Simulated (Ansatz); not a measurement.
A structure relaxed at PBE0-D4/def2-TZVP, charge 0, multiplicity 2:

```tsv
atom	x (Å)	y (Å)	z (Å)
F1	-1.413	-0.826	2.083
Sn2	-0.107	0.481	1.510
Si3	0.643	-0.397	-0.879
Cl4	-1.460	2.358	1.105
H5	-0.575	-0.607	-1.698
H6	1.390	-1.660	-0.667
H7	1.521	0.651	-1.454
```

Give its formula and SMILES.

ClFH3SiSn, `[F][Sn]([SiH3])[Cl]`.

Summarise the bond lengths by kind.

1 × F–Sn 1.934 Å; 1 × Si–Sn 2.653 Å; 1 × Cl–Sn 2.350 Å; 3 × H–Si 1.483 Å.

Results of the Gaussian-basis code of Ansatz.
